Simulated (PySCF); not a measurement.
Several molecules and their computed UV-vis stick spectra, shuffled. Level of theory: PySCF 2.14.0, density-fitted response routines, TDDFT PBE0/def2-SVPD, vertical, gas phase, core orbitals frozen in the response. Geometries: GFN2-xTB; one conformer of each isolated species. Triplets are in the Tamm–Dancoff approximation.

A. `ClC[SiH]1CC=CC1`
B. `C#C[C@@H]1C(=C)[C@H]1F`
C. `C#CC1=CC[C@H]1F`

Lowest singlet levels (six at most, fewer where fewer were computed) with oscillator strengths:

1. 226 nm (f 0.001); 217 nm (f 0.005); 189 nm (f 0.001); 184 nm (f 0.010); 181 nm (f 0.007); 178 nm (f 0.022); T1 4.24 eV
2. 238 nm (f 0.000); 226 nm (f 0.265); 204 nm (f 0.001); 185 nm (f 0.005); 178 nm (f 0.009); 177 nm (f 0.009); T1 3.32 eV
3. 193 nm (f 0.004); 186 nm (f 0.029); 184 nm (f 0.005); 175 nm (f 0.009); 174 nm (f 0.113); 173 nm (f 0.005); T1 4.44 eV

Question: Which spectrum belongs to which structure?

Answer: 1 = B, 2 = C, 3 = A.
- A: S1 at 6.41 eV, HOMO→LUMO (86%); Löwdin shares by element: HOMO carbon 82% or more (atoms not listed hold the other 18%); LUMO chlorine 36%, carbon 24% or more, silicon 12% (atoms not listed hold the other 28%); HOMO -7.19 and LUMO 0.19 eV.
- B: S1 at 5.48 eV, HOMO→LUMO (96%); Löwdin shares by element: HOMO carbon 83% or more (atoms not listed hold the other 17%); LUMO carbon 71% or more (atoms not listed hold the other 29%); HOMO -7.68 and LUMO -0.88 eV.
- C: S1 at 5.20 eV, HOMO-1→LUMO (97%); Löwdin shares by element: HOMO carbon 82% or more (atoms not listed hold the other 18%); LUMO carbon 81% or more (atoms not listed hold the other 19%); HOMO -7.23 and LUMO -1.21 eV.
